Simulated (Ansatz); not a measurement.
Relaxation of Cu₂I with UKS r2SCAN-D4/def2-TZVP.

```sh
$ ansatz run in.yaml --threads 4 --pin off --events-out ev --progress --plain --max-ram 3916MiB
```

```yaml
crystal:
  periodic: [false, false, false]
  atoms:
    - {symbol: Cu, position_ang: [-0.364084, 0.239648, -1.310235]}
    - {symbol: Cu, position_ang: [0.912351, 0.910845, 0.492643]}
    - {symbol: I, position_ang: [-0.548267, -1.150493, 0.817592]}
basis:
  gaussian: {orbitals: def2-TZVP}
magnetization: {spin_polarized: true, initial_magnetization: 3}
hamiltonian: {xc: r2scan, dispersion: d4}
scf: {lower_state_search: "off"}
output: {orbitals: {seedname: orbitals}}
relax: {f_tol: 0.02, max_steps: 100}
```

It took 18 s on 4 threads of Arm Neoverse V2 on a shared host.

Positions (Å) and forces (eV/Å) at steps 1, 2, 4 of 4:

```xyz
3
step=1 energy=-97384.4867 eV
Cu   -0.364    0.240   -1.310   -0.274    0.028   -0.705
Cu    0.912    0.911    0.493    0.496    0.436    0.378
I    -0.548   -1.150    0.818   -0.222   -0.464    0.327
3
step=2 energy=-97384.5275 eV
Cu   -0.368    0.251   -1.339   -0.177   -0.097   -0.244
Cu    0.933    0.935    0.497    0.174    0.089    0.250
I    -0.565   -1.186    0.842    0.003    0.007   -0.006
3
step=4 energy=-97384.5396 eV
Cu   -0.392    0.234   -1.367    0.000    0.000    0.001
Cu    0.952    0.941    0.532   -0.001   -0.001    0.000
I    -0.560   -1.175    0.834    0.001    0.001   -0.001
```

In the def2 sets I takes a core potential; there is no spin–orbit coupling. At r2SCAN-D4/def2-TZVP a doublet of charge 0 lies 2.23 eV below the quartet, each at its own geometry. The structure comes from a short search, and lower isomers may exist.
